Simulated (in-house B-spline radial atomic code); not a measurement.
# Solving the quasi-particle equation for 4d of the antimony ion Sb⁵⁺

Configuration [Kr] 4d10, start LDA VWN5; correlation leaves out the deepest shell. Computed with an all-electron radial atomic-structure program (B-spline basis): all electrons, scalar-relativistic (spin-free one-electron X2C), finite nucleus, each spin shell either full or empty, empty states to l = 9 with an (l + 1/2)⁻⁴ tail; G0W0 by contour deformation at full frequency.

At the mean-field level ε = -89.845 eV the matrix elements are Σx = -49.588 eV, v_xc = -39.009 eV and Σc(ε) = -0.233 eV, and the slope of the correlation self-energy is dΣc/dω = -0.0418. The quasi-particle energy solves E = ε + Σx − v_xc + Σc(E).

Task: What does the linearised equation give?

Result: Z = 1/(1 − dΣc/dω) = 1/1.0418 = 0.9599. The first-order shift is Σx − v_xc + Σc(ε) = -49.588 − (-39.009) + (-0.233) = -10.812 eV, so E ≈ ε + Z × shift = -89.845 + 0.9599 × (-10.812) = -100.223 eV.

Task: How does that compare with the full solution and with static screening?

Result: Solving the equation at full frequency dependence gives E = -100.196 eV, where Σc = 0.229 eV and the weight is 0.954; the linearised value is off by 28 meV. Leaving Z out would give -100.657 eV. Static COHSEX puts -3.804 eV in place of Σc and gives -104.228 eV, 4.03 eV deeper. The tabulated removal energy is 99.51 ± 0.05 eV (NIST, measured); the run leaves out spin-orbit coupling, Breit and QED terms.
